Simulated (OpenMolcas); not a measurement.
Cu6+.

```
Program             : OpenMolcas
Basis               : ANO-RCC-VTZP [6s5p3d2f1g]
Scalar Hamiltonian  : DKH2, point nucleus
Active space        : 5 electrons in 5 orbitals (3d)
State averaging     : 2S+1 = 6 even, 1 root; 2S+1 = 4 even, 24 roots; 2S+1 = 2 even, 75 roots
Spin-orbit coupling : RASSI with atomic mean-field integrals over the reference wave functions, term energies averaged over their components
```

Two sets of levels on these reference wave functions, in cm-1 above 3d5 6S 5/2: one from CASSCF and one from MS-CASPT2, IPEA 0.25 Eh, imaginary shift 0.1 Eh (closed shells correlated: 3s 3p).

| Level | Set 1 | Set 2 |
| --- | --- | --- |
| 3d5 6S 5/2 | 0.0 | 0.0 |
| 3d5 4G 5/2 | 47750 | 51240 |
| 3d5 4G 7/2 | 47880 | 51350 |
| 3d5 4G 11/2 | 47920 | 51380 |
| 3d5 4G 9/2 | 47950 | 51420 |
| 3d5 4P 5/2 | 52390 | 58670 |
| 3d5 4P 3/2 | 52690 | 58960 |
| 3d5 4P 1/2 | 53060 | 59320 |
| 3d5 4D 7/2 | 57220 | 63680 |
| 3d5 4D 1/2 | 57580 | 64030 |
| 3d5 4D 3/2 | 57860 | 64300 |
| 3d5 4D 5/2 | 57910 | 64350 |
| 3d5 2I 11/2 | 69890 | 73110 |
| 3d5 2I 13/2 | 70200 | 73370 |
| 3d5 2D 5/2(1) [61 %] | 73230 | 81320 |
| 3d5 2D 3/2(1) | 74590 | 82850 |

Problem. Which set is which?

Solution. Set 1 is MS-CASPT2. Its levels of the other terms of 3d5 lie at 0.89 to 0.96 of the other set's values, as expected, since terms of lower spin or lower L gain more correlation energy than the Hund ground term. Against 10 measured levels (the list in Gamrath, thesis, University of Mons (2023)) the mean absolute deviation is 1700 cm-1 with it and 7700 cm-1 without; single levels miss by up to 2400 cm-1 with it.

CASPT2 breaks the degeneracy within a term, and the mean is taken; among the terms shown or strongly mixed into the levels shown the widest spread is 410 cm-1 (3d5 4F, MS-CASPT2). Without dynamic correlation excited terms often stand tens of per cent too high (terms of higher spin than the ground term too low), and those without a measured partner can miss by more than the paired ones (holds for CASSCF). Blocks of more than 70 roots (2S+1 = 2 even) ran without multistate coupling (holds for MS-CASPT2). Computed and measured levels are paired by configuration, term and J; levels that our copy of the source lacks, or whose pairing is in doubt (as where it misses far off the trend of its configuration), stay unpaired and out of the deviations. Levels of configurations outside the active space are missing. Levels that lie high or do not pair safely by name in every column are left out.

A share in square brackets marks a mixed level and gives the weight of the term that names it, the lowest over the columns. A number in round brackets counts repeated terms of one configuration in the order of the reference energies.
